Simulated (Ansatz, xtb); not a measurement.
# C3H11GaOSi: which of two isomers lies lower

We compare I, `CO[CH2][Ga]([CH3])[SiH3]`, a singlet, with II, `C[O][Ga]([CH3])[CH2][SiH3]`, a singlet. Both are isolated molecules in the gas phase, relaxed with PBE0-D3(BJ)/def2-SVP; the shapes shown needn't be the lowest conformers.

I (Å):

```xyz
17

C     0.7912    2.4781   -1.2590
C    -0.9040    1.3050   -0.1801
C     0.8927   -1.2414   -1.6129
Ga   -0.1177   -0.5342   -0.0749
O    -0.5186    2.0227   -1.3254
Si   -0.4921   -1.8860    1.9029
H     0.9424    3.1920   -0.4235
H     1.5145    1.6448   -1.1212
H     1.0296    2.9882   -2.2032
H    -1.9997    1.1712   -0.2327
H    -0.7215    1.8904    0.7460
H     0.8024   -0.5827   -2.4892
H     0.5494   -2.2521   -1.8834
H     1.9608   -1.3248   -1.3499
H    -1.7274   -1.4903    2.6549
H     0.6617   -1.7222    2.8504
H    -0.6008   -3.3500    1.5991
```

II (Å):

```yaml
atoms:
  - { symbol: C, position_ang: [0.2625, -2.0418, 0.9676] }
  - { symbol: C, position_ang: [2.8531, 0.9983, 2.9911] }
  - { symbol: C, position_ang: [0.4880, 1.4704, 0.3845] }
  - { symbol: Ga, position_ang: [1.5157, 0.4184, 1.6929] }
  - { symbol: O, position_ang: [1.1784, -1.3420, 1.7454] }
  - { symbol: Si, position_ang: [-1.2254, 1.9445, 0.9817] }
  - { symbol: H, position_ang: [-0.5065, -2.5215, 1.6015] }
  - { symbol: H, position_ang: [-0.2750, -1.4108, 0.2314] }
  - { symbol: H, position_ang: [0.7653, -2.8475, 0.4006] }
  - { symbol: H, position_ang: [2.3835, 1.6242, 3.7662] }
  - { symbol: H, position_ang: [3.6415, 1.5991, 2.5130] }
  - { symbol: H, position_ang: [3.3108, 0.1248, 3.4762] }
  - { symbol: H, position_ang: [0.3886, 0.8892, -0.5479] }
  - { symbol: H, position_ang: [1.0516, 2.3892, 0.1524] }
  - { symbol: H, position_ang: [-2.0444, 0.7204, 1.2475] }
  - { symbol: H, position_ang: [-1.1354, 2.7178, 2.2616] }
  - { symbol: H, position_ang: [-1.9619, 2.7884, -0.0119] }
```

Estimate E(II) − E(I) at the level CCSD(T)/def2-SVP + ΔMP2/def2-TZVPP.

Calculated at CCSD(T)/def2-SVP + ΔMP2/def2-TZVPP: E(II) − E(I) = −162.5 kJ/mol, so structure II lies lower.

How the difference moves with the method:

```csv
level,geometry,E(II) − E(I) (kJ/mol),departure from the last row (kJ/mol),"job, with rough time for the two"
PBE0-D3(BJ)/def2-SVP,PBE0-D3(BJ)/def2-SVP,−138.4,+24.1,"optimisation, 3.1 min"
HF/def2-SVP,PBE0-D3(BJ)/def2-SVP,−161.4,+1.0,part of the CCSD(T) run
MP2/def2-SVP,PBE0-D3(BJ)/def2-SVP,−171.7,−9.2,part of the CCSD(T) run
CCSD(T)/def2-SVP,PBE0-D3(BJ)/def2-SVP,−157.8,+4.7,single point
CCSD(T)/def2-SVP + ΔMP2/def2-TZVPP,PBE0-D3(BJ)/def2-SVP,−162.5,,"single point, 86 s"
```

As drawn, II has 1 Ga–O, 1 C–Si in place of 1 C–O, 1 Ga–Si.

The levels shown agree on the order. The largest departure from CCSD(T)/def2-SVP + ΔMP2/def2-TZVPP is that of PBE0-D3(BJ)/def2-SVP, 24.1 kJ/mol. No reliable frequencies are at hand for II, so it isn't confirmed as a minimum. Levels run at GFN2-xTB geometries aren't shown. The last row adds to CCSD(T) the change of the MP2 difference between the two basis sets, here −4.7 kJ/mol.

The correlated steps freeze 18 core orbitals; the filled d shell of Ga is correlated, in a basis made for valence electrons. Programs: Ansatz 0.2.0, xtb 6.7.1; the last row on 2 threads of AMD EPYC 9R45 96-Core Processor (Zen 5) on a shared host.
